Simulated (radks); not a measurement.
Task: Species: Tm XXIV. Configuration: [Ar] 3d10 4s2 4p5 4d10 5s1 (not the ground configuration). Method: Dirac Kohn-Sham, PBE, spin-unpolarised, spherical densities, finite nucleus; open shells are shared between the two j in proportion to 2j + 1; Fermi nuclear charge, rms radius 5.2256 fm; computed with a radial shooting solver on a logarithmic mesh with Libxc functionals. Some entries of the table are withheld. Estimate them.

| orbital | occ. | eigenvalue (hartree) | <r> (bohr) |
|---|---|---|---|
| 1s1/2 | 2 | -2202.003 | 0.02001 |
| 2s1/2 | 2 | -393.3144 | 0.08433 |
| 2p1/2 | 2 | (1) | 0.07010 |
| 2p3/2 | 4 | (2) | 0.07750 |
| 3s1/2 | 2 | -109.0860 | 0.2200 |
| 3p1/2 | 2 | -101.5420 | (3) |
| 3p3/2 | 4 | -93.89774 | (4) |
| 3d3/2 | 4 | -81.02806 | (5) |
| 3d5/2 | 6 | -79.36183 | (6) |
| 4s1/2 | 2 | -40.73038 | 0.4718 |
| 4p1/2 | 1.66667 | (7) | 0.4740 |
| 4p3/2 | 3.33333 | (8) | 0.4980 |
| 4d3/2 | 4 | -30.42740 | 0.4995 |
| 4d5/2 | 6 | -30.01529 | 0.5066 |
| 5s1/2 | 1 | -20.41795 | 0.8807 |
| 5p1/2 | 0 | -19.09681 | (9) |
| 5p3/2 | 0 | -18.39903 | (10) |
| 6s1/2 | 0 | -12.40467 | 1.416 |

Result: 
(1) 2p1/2 eigenvalue (hartree): -376.1232
(2) 2p3/2 eigenvalue (hartree): -340.1250
(3) 3p1/2 <r> (bohr): 0.2097
(4) 3p3/2 <r> (bohr): 0.2233
(5) 3d3/2 <r> (bohr): 0.1967
(6) 3d5/2 <r> (bohr): 0.2009
(7) 4p1/2 eigenvalue (hartree): -37.61741
(8) 4p3/2 eigenvalue (hartree): -35.58609
(9) 5p1/2 <r> (bohr): 0.9028
(10) 5p3/2 <r> (bohr): 0.9369
